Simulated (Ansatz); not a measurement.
The pair A = H2S (SMILES S) (first 3 atoms), B = CH3Cl (SMILES CCl); geometry from B3LYP-D3(BJ)/def2-TZVP.
(charge 0, multiplicity 1):
```json
[
 {"atom": "S", "x (Å)": "-0.3163", "y (Å)": "0.1178", "z (Å)": "-0.4573"},
 {"atom": "H", "x (Å)": "-0.2298", "y (Å)": "1.4346", "z (Å)": "-0.2098"},
 {"atom": "H", "x (Å)": "0.5931", "y (Å)": "-0.1789", "z (Å)": "0.4881"},
 {"atom": "C", "x (Å)": "-0.8297", "y (Å)": "-0.6975", "z (Å)": "3.3019"},
 {"atom": "Cl", "x (Å)": "0.9606", "y (Å)": "-0.6296", "z (Å)": "3.1406"},
 {"atom": "H", "x (Å)": "-1.2610", "y (Å)": "-0.4625", "z (Å)": "2.3332"},
 {"atom": "H", "x (Å)": "-1.1015", "y (Å)": "-1.7009", "z (Å)": "3.6146"},
 {"atom": "H", "x (Å)": "-1.1279", "y (Å)": "0.0319", "z (Å)": "4.0485"}
]
```

Correlated levels freeze the cores. MP2 and its Hartree–Fock in aug-cc-pV(Q+d)Z, aug-cc-pV(T+d)Z are density fitted.

The values were computed with Ansatz (Gaussian orbitals). Values without a source in brackets are computed.

The counterpoise-corrected interaction energy is E(AB) − E(A in the pair's basis) − E(B in the pair's basis). Total energies (hartree):

| level | AB | A in the pair's basis | B in the pair's basis |
|---|---|---|---|
| HF/aug-cc-pV(T+d)Z | -897.8652252 | -398.7158134 | -499.1496710 |
| MP2/aug-cc-pV(T+d)Z | -898.4461133 | -398.9112350 | -499.5308624 |
| HF/aug-cc-pV(Q+d)Z | -897.8741679 | -398.7191548 | -499.1552741 |
| MP2/aug-cc-pV(Q+d)Z | -898.4950159 | -398.9278839 | -499.5628828 |
| MP2/aug-cc-pV(D+d)Z | -898.2942143 | -398.8596759 | -499.4311846 |
| CCSD(T)/aug-cc-pV(D+d)Z | -898.3642164 | -398.8887907 | -499.4725670 |

Task: Work out the counterpoise-corrected interaction energy at the basis-set limit: extrapolate the MP2 correlation part as X⁻³, take Hartree–Fock from the larger set, and add the CCSD(T) − MP2 difference of aug-cc-pV(D+d)Z.

Result: 
1. Differences (1 hartree = 627.509 kcal/mol): HF/aug-cc-pV(T+d)Z 0.163; MP2/aug-cc-pV(T+d)Z -2.520; HF/aug-cc-pV(Q+d)Z 0.164; MP2/aug-cc-pV(Q+d)Z -2.666; MP2/aug-cc-pV(D+d)Z -2.105; CCSD(T)/aug-cc-pV(D+d)Z -1.794.
2. Correlation parts, MP2 less HF: -2.683 in aug-cc-pV(T+d)Z (X = 3), -2.830 in aug-cc-pV(Q+d)Z (X = 4).
3. Limit (4³·(-2.830) − 3³·(-2.683))/(4³ − 3³) = -2.938; with HF/aug-cc-pV(Q+d)Z it gives -2.774.
4. CCSD(T) less MP2 in aug-cc-pV(D+d)Z: 0.311.
Result: -2.46 kcal/mol, against -2.52 at MP2/aug-cc-pV(T+d)Z. It is an estimate of this method's limit, not of the exact value.

Ansatz is an electronic-structure program.
